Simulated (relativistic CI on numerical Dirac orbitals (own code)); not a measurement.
**Tm3+ (4f12) in a crystal field**

Calculated by Dirac-Coulomb-Breit CI, KLI orbitals optimised for each configuration, a model potential for QED, valence Slater integrals scaled by 0.8, one configuration in a parametric crystal field (own radial code).

Field parameters in Wybourne normalisation; cubic f-shell fields have B⁴₄ = √(5/14) B⁴₀ and B⁶₄ = −√(7/2) B⁶₀. The field is a parameter set, without covalency.

S is read from ⟨S²⟩ = S(S + 1).

Powder χT (cm³ K mol⁻¹) by Van Vleck's formula, with temperature-independent terms:

| Field | 2 K | 5 K | 10 K | 20 K | 50 K | 100 K | 200 K | 300 K |
| --- | --- | --- | --- | --- | --- | --- | --- | --- |
| C2v, B20 = -620, B22 = -140, B40 = -250, B42 = -350, B44 = 260, B60 = -100, B62 = -260, B64 = 20, B66 = 110 cm⁻¹ | 6.09 | 6.14 | 6.21 | 6.35 | 6.65 | 6.87 | 7.02 | 7.08 |
| D3d, B20 = -40, B40 = 1450, B43 = -1050, B60 = -400, B63 = 60, B66 = -300 cm⁻¹ | 2.12 | 2.65 | 3.49 | 4.66 | 5.82 | 6.34 | 6.76 | 6.94 |
| D3h, B20 = 110, B40 = -820, B60 = 70, B66 = -220 cm⁻¹ | 0.822 | 2.05 | 3.78 | 5.46 | 6.54 | 6.89 | 7.06 | 7.1 |
| Oh, B40 = -2150, B60 = 520 cm⁻¹ | 0.181 | 0.452 | 0.905 | 1.81 | 4.12 | 5.69 | 6.42 | 6.69 |
| Oh, B40 = 1890, B60 = 270 cm⁻¹ | 0.215 | 0.537 | 1.07 | 2.14 | 4.6 | 6.03 | 6.67 | 6.87 |
| Oh, B40 = -650, B60 = -630 cm⁻¹ | 2.58 | 2.79 | 3.14 | 3.81 | 5.06 | 5.85 | 6.53 | 6.82 |

For Oh, B40 = -2150, B60 = 520 cm⁻¹: what effective moment follows at 300 K?

μ_eff = √(8χT) = 7.32 μB. The LS value g√(J(J + 1)) of the free ion's ³H6 level is 7.56 μB.
